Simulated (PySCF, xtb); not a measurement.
ZnI, SMILES [I][Zn+], charge +1.

Harmonic wavenumbers (cm⁻¹) from GFN2-xTB (xtb 6.7.1) at its own minimum, in rising order: 284.

What does r2SCAN-D4/def2-TZVP run with PySCF give at its own minimum? (An estimate is asked for; the answer gives what the named calculation found.)

278. Paired by order, the mean absolute difference is 6 cm⁻¹ and the zero-point energies are 0.4 and 0.4 kcal/mol.
